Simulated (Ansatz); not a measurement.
Start from `C=[C](O)[GaH2]` and change one atom or group to get `C=C(O)[SiH2]O`.

Ansatz, PBE0-D4/def2-TZVP geometries, multiplicity 1. Each molecule was computed in one conformer, which needn't be the lowest.

Scalar relativity is left out up to krypton.

```csv
property,`C=[C](O)[GaH2]`
HOMO–LUMO gap (PBE/def2-TZVPP) / eV,3.09
HOMO energy (PBE0/def2-TZVPP) / eV,-6.88
LUMO energy (ωB97M-V/def2-TZVPP) / eV,-0.14
HOMO–LUMO gap (B3LYP/def2-TZVPP) / eV,4.53
HOMO energy (PBE/def2-TZVPP) / eV,-5.74
HOMO energy (ωB97M-V/def2-TZVPP) / eV,-9.08
```

Task: What does the change do to each property? (An estimate is asked.)

Result: The calculation gave: 
```tsv
property	`C=C(O)[SiH2]O`	shift
HOMO–LUMO gap (PBE/def2-TZVPP) / eV	4.71	1.62
HOMO energy (PBE0/def2-TZVPP) / eV	-7.06	-0.18
LUMO energy (ωB97M-V/def2-TZVPP) / eV	1.70	1.84
HOMO–LUMO gap (B3LYP/def2-TZVPP) / eV	6.41	1.88
HOMO energy (PBE/def2-TZVPP) / eV	-5.85	-0.11
HOMO energy (ωB97M-V/def2-TZVPP) / eV	-9.32	-0.24
```

With PBE0 the HOMO falls by 0.18 eV and the LUMO rises by 1.67 eV, so the gap widens by about 1.85 eV. PBE moves the HOMO by -0.11 eV and ωB97M-V by -0.24 eV. The zero-point energy changes by 48.7 kJ/mol with +6 modes.

B3LYP here is the variant with VWN-RPA as its local correlation; programs differ in this.
